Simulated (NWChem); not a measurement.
Molecule: C2H4ClFSi; SMILES Cl[SiH2]/C=C\F

```xyz
9

F      0.5072    -2.6797     0.0000
C     -0.7212    -2.1166     0.0000
C     -0.8748    -0.7964     0.0000
Si     0.5849     0.3651     0.0000
Cl    -0.1550     2.3152     0.0000
H     -1.5015    -2.8734     0.0000
H     -1.8936    -0.4174     0.0000
H      1.4266     0.2078    -1.2097
H      1.4266     0.2078     1.2097
```
Atoms are numbered in this order, from 1.

Results from NWChem. Geometry: optimised at B3LYP/6-31G* (spherical d).

### Question
Estimate the computed values for B3LYP/def2-TZVP. Quantities: highest occupied level (eV); orbital gap (eV); dipole (D).

### Answer
```yaml
highest occupied level (eV): -7.89
orbital gap (eV): 6.83
dipole (D): 1.94
```
